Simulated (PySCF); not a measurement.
Run record: geometry optimisation, `C[C@@H]1CN[Si@H](O)[C@H]1C`.

Method: PBE0-D3(BJ)/def2-SVP geometry optimisation, gas phase (PySCF 2.14.0). Start geometry: GFN2-xTB. The input is one job of a driver script: a line of settings, then coordinates in Å.

Command:
```bash
OMP_NUM_THREADS=1 python probes_run.py task.json out
```

Input:
```
{"job": {"xc": "PBE0", "basis": "def2-SVP", "d3": "d3bj", "grid": 1, "kind": "geom"}, "charge": 0, "multiplicity": 1}
C      1.823727     0.617136    -0.797291
C      0.780775     0.627611     0.317012
C      0.893480    -0.655591     1.148150
N      0.257562    -1.700852     0.371687
Si    -1.126887    -1.154995    -0.490158
O     -1.229167    -1.778349    -1.990626
C     -0.645276     0.676584    -0.257852
C     -1.596309     1.391515     0.697970
H      1.716228     1.494367    -1.431883
H      2.829645     0.617679    -0.381286
H      1.703781    -0.273288    -1.409623
H      0.964600     1.495326     0.959550
H      1.941385    -0.912658     1.331480
H      0.404295    -0.518277     2.123010
H      0.358744    -2.623193     0.761412
H     -2.453817    -1.491638     0.010929
H     -0.485528    -1.748613    -2.587228
H     -0.633092     1.242259    -1.193003
H     -1.277786     2.419970     0.868857
H     -2.604344     1.409835     0.289816
H     -1.630936     0.882116     1.658606
```

Give the output.

```
step   0  E = -617.08185275  max force = 0.020277
step   1  E = -617.08625362  max force = 0.002928
step   2  E = -617.08655087  max force = 0.001973
step   3  E = -617.08667627  max force = 0.001672
step   4  E = -617.08674904  max force = 0.001417
step   5  E = -617.08684106  max force = 0.001246
step   6  E = -617.08687288  max force = 0.001012
step   7  E = -617.08688959  max force = 0.000570
step   8  E = -617.08689173  max force = 0.000187
optimisation converged
```

Energies in Eh; «max force» is the largest Cartesian gradient component in Eh/bohr.

How much energy does the optimisation release, in kcal/mol?

E(step 0) − E(last step) = 0.005039 Eh, which is 3.2 kcal/mol.

Give the first gradient maximum in eV/Å.

With 1 Eh/bohr = 51.422 eV/Å, 1.043 eV/Å.

Main results: final energy -617.08689 Eh after 8 steps; dipole 2.08 D.

Hardware: one thread of an Arm Neoverse V1, on a shared host. Cost: 2.9 min of wall time, 0.74 GiB resident at most.
Labels such as C1 count atoms from 1, the log's own numbers from 0.
